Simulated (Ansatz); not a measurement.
Species: C₇H₁₁, net charge 0, doublet state. It need not be the lowest isomer of its formula. 
Coordinates optimised at B3LYP-D3(BJ)/def2-TZVP (Ansatz, a quantum-chemistry and plane-wave program):
```xyz
18

C      2.2426    -0.0057     0.7304
C      1.0982    -0.0168     0.0563
C      0.4037    -1.2979    -0.3462
C     -1.0503    -1.2732    -0.0070
C     -1.8300    -0.0288    -0.2468
C     -1.0701     1.2226     0.2174
C      0.3622     1.2348    -0.3344
H      2.7232     0.9235     1.0127
H      2.7400    -0.9234     1.0206
H      0.9001    -2.1612     0.0998
H      0.5196    -1.4104    -1.4413
H     -1.5637    -2.2065     0.1840
H     -2.0342     0.0803    -1.3271
H     -2.8076    -0.0850     0.2370
H     -1.0290     1.2354     1.3098
H     -1.6017     2.1231    -0.0989
H      0.3136     1.2964    -1.4294
H      0.9021     2.1166     0.0143
```
Charge 0, spin multiplicity 2.

Property: atomisation energy (electronic, to ground-state atoms); the coupled-cluster value holds the core correlation from cc-pwCVTZ, in kcal/mol. Valence correlation only, unless marked. Open shells are spin-unrestricted. No spin-orbit coupling. Non-relativistic. CBS(X,Y): correlation extrapolated as X^-3; Hartree-Fock from the larger set. The bracket is a focal-point correction in the basis named.

Level to compare with: RI-MP2/CBS(cc-pVTZ,cc-pVQZ)+[CCSD(T)-MP2]/cc-pVTZ plus the core term (Ansatz), 1814.6 kcal/mol. It is a level with limits of its own, and the differences hold the functionals' basis error too.

Question: Rank these functionals by how close they come to RI-MP2/CBS(cc-pVTZ,cc-pVQZ)+[CCSD(T)-MP2]/cc-pVTZ, closest first: CAM-B3LYP/def2-TZVPD (Ansatz); r2SCAN/def2-TZVPD (Ansatz); PBE/def2-TZVPD (Ansatz).

Answer: r2SCAN/def2-TZVPD (meta-GGA, 1816.0 kcal/mol, difference 1.4), CAM-B3LYP/def2-TZVPD (range-separated hybrid, 1809.1 kcal/mol, difference -5.5), PBE/def2-TZVPD (GGA, 1845.3 kcal/mol, difference 30.7)
